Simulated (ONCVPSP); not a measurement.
Configuration tests for Ar (ONCV)

* Element: argon
* Generator: ONCVPSP 4.0.1
* Type: optimised norm-conserving Vanderbilt (ONCV)
* Functional: PBE
* Relativity: non-relativistic
* Frozen core: [Ne]
* Valence charge: 8
* Reference configuration: 3s2 3p6
* Partial waves: 3s: rc 1.15 bohr, ncon 3, nbas 7, qcut 6.1 1/bohr, 3 projectors, debl 2.2 Ha; 3p: rc 1.35 bohr, ncon 3, nbas 6, qcut 9.5 1/bohr, 2 projectors, debl 0.8 Ha; d scattering state at 0.35 Ha: rc 1.35 bohr, ncon 4, nbas 8, qcut 7.6 1/bohr, 2 projectors, debl 2.5 Ha
* Local potential: polynomial inside 0.85 bohr (lpopt 5, dvloc0 6 Ha)
* Core correction: polynomial model core, fcfact 0.2

Energies are relative to the spin-unpolarised reference configuration 3s2 3p6; without spin polarisation the order of configurations can differ from experiment.

```tsv
valence configuration	charge	ΔE all-electron (eV)	error AE − PS (meV)
3s2 3p5	+1	16.074	+2.1
3s1 3p6	+1	30.431	+2.5
```

(1) What are ΔE and the potential's error for 3s2 3p3?

(2) What are ΔE and the potential's error for 3s2 3p4?

Note: ghosts flagged at negative energy: s at -256.1 eV; no localised positive-energy state flagged. A true bound ghost makes a file unfit for plane-wave use.

Answers

(1) ΔE = 87.331 eV all-electron; the error (AE − PS) is +63 meV.

(2) ΔE = 44.745 eV all-electron; the error (AE − PS) is +17 meV.
